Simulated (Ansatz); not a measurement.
Two members of one family (Series BiH2X), computed with Ansatz in the gas phase; def2 core potentials for Bi, no spin–orbit coupling. The two geometries come from different levels. Binding counts from free atoms in the multiplicity of their measured ground term, without zero-point energy. A dash marks a value that wasn't run or was left out as unsound. The structures are stationary points that may keep the symmetry of their start.

First: BiH2(OEt) (singlet, charge 0, PBE0-D4/def2-SVP geometry).

```xyz
11

Bi    1.5416   -1.2810   -1.7141
H     0.6596   -1.1136   -3.2732
H     2.2521    0.3711   -1.9354
O    -0.1356   -0.6049   -0.6209
C     0.1151    0.1185    0.5490
C    -1.2066    0.4137    1.2256
H     0.7696   -0.4371    1.2585
H     0.6419    1.0745    0.3334
H    -1.0566    0.9882    2.1534
H    -1.8550    0.9948    0.5522
H    -1.7260   -0.5242    1.4714
```

```json
{"level": "BLYP-D4/def2-TZVP", "HOMO (eV)": "-5.51", "LUMO (eV)": "-1.98", "gap (eV)": "3.53", "vertical IE (eV)": "–", "vertical triplet (eV)": "–", "binding per atom (eV)": "3.48"}
{"level": "r2SCAN-D4/def2-TZVP", "HOMO (eV)": "-5.88", "LUMO (eV)": "-1.80", "gap (eV)": "4.08", "vertical IE (eV)": "8.76", "vertical triplet (eV)": "3.63", "binding per atom (eV)": "3.44"}
{"level": "r2SCANh-D4/def2-TZVP", "HOMO (eV)": "-6.42", "LUMO (eV)": "-1.52", "gap (eV)": "4.89", "vertical IE (eV)": "–", "vertical triplet (eV)": "–", "binding per atom (eV)": "3.41"}
{"level": "PBE0-D4/def2-TZVP", "HOMO (eV)": "-7.00", "LUMO (eV)": "-1.28", "gap (eV)": "5.72", "vertical IE (eV)": "8.89", "vertical triplet (eV)": "3.72", "binding per atom (eV)": "3.43"}
{"level": "r2SCAN0-D4/def2-TZVP", "HOMO (eV)": "-7.21", "LUMO (eV)": "-1.13", "gap (eV)": "6.08", "vertical IE (eV)": "–", "vertical triplet (eV)": "–", "binding per atom (eV)": "3.37"}
```

Second: BiH2(NMe2) (singlet, charge 0, PBE-D4/def2-SVP geometry).

```xyz
12

Bi   -1.015    0.464    1.892
H    -0.518   -1.263    2.308
H     0.540    1.048    2.636
N    -0.125    0.528   -0.129
C     1.205   -0.034   -0.250
C    -1.024    0.040   -1.159
H     1.254   -1.152   -0.140
H     1.887    0.405    0.506
H     1.621    0.208   -1.257
H    -2.036    0.485   -1.048
H    -0.646    0.348   -2.163
H    -1.145   -1.077   -1.196
```

Task: What does the change do? Estimate second minus first.

Result: 
```tsv
level	Δ HOMO (eV)	Δ LUMO (eV)	Δ gap (eV)	Δ vertical IE (eV)	Δ vertical triplet (eV)	Δ binding per atom (eV)
BLYP-D4/def2-TZVP	0.80	0.38	-0.43	–	–	-0.08
r2SCAN-D4/def2-TZVP	0.85	0.35	-0.50	-1.05	-0.40	-0.10
r2SCANh-D4/def2-TZVP	0.92	0.35	-0.57	–	–	-0.09
PBE0-D4/def2-TZVP	0.95	0.36	-0.59	-1.10	-0.42	-0.08
r2SCAN0-D4/def2-TZVP	1.00	0.35	-0.65	–	–	-0.09
```
